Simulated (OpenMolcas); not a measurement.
## Ti3+ in K2NaGaF6: curves along the breathing mode

Ti3+ with its 6 nearest fluoride ions, on the Ga site of K2NaGaF6 (a = 8.246 Å, distance in the model lattice 1.938 Å). The rest of the host is ab initio model potentials to 7.6 Å, with orthogonalisation functions on the cations behind the ligands, and point charges beyond; the distance is set by hand and nothing relaxes. Ligand basis ANO-RCC-VDZP.

```
Program             : OpenMolcas 26.06
Method              : CASSCF
Basis               : ANO-RCC-VDZP [5s4p2d1f]
Scalar Hamiltonian  : DKH2, point nucleus
Active space        : 1 electron in 5 orbitals (3d)
State averaging     : 2S+1 = 2 even, 5 roots
Spin-orbit coupling : state interaction with AMFI integrals over the reference wave functions
```

Spin-free energies (labels of O, the rotations of Oh) in cm-1 above the lowest fitted minimum, as all ligands move together:

```
R (Å)    2T2     2E
1.836   6460  31170
1.879   1830  24010
1.922     70  20000
1.965    740  18690
2.008   3550  19760
2.052   8370  23010
2.095  14810  28110
```

Cubic fits give the following; the wavenumber is harmonic, with the mass of all moving ligands, small differences in it between states hang on the degree of the fit, a number in brackets counts states of one label, and the table is a selection of at most 14 states with clean curves.

| State | R0 (Å) | Breathing mode (cm-1) | Minimum (cm-1) |
| --- | --- | --- | --- |
| 2T2 | 1.931 | 620 | 0 |
| 2E | 1.966 | 621 | 18660 |

The minimum of 2E is shifted by +0.0347 Å against 2T2 (from the unrounded fits). With M = 114.0 u for the moving shell, the Huang-Rhys factor in this mode is S = M ω ΔR² / 2ħ = 0.01483 × 114.0 × 620 × 0.0347² = 1.26. Only the first shell moves, against a rigid host.

An orbital triplet at a regular site is open to Jahn-Teller coupling, which can distort the site and quench the lowest spin-orbit gaps and is left out. Ligand-to-metal charge-transfer states are missing. With metal d orbitals alone and no dynamic correlation 10Dq can be off by a tenth to a fifth, either way, in oxide and fluoride hosts. No measured value stands beside these numbers.
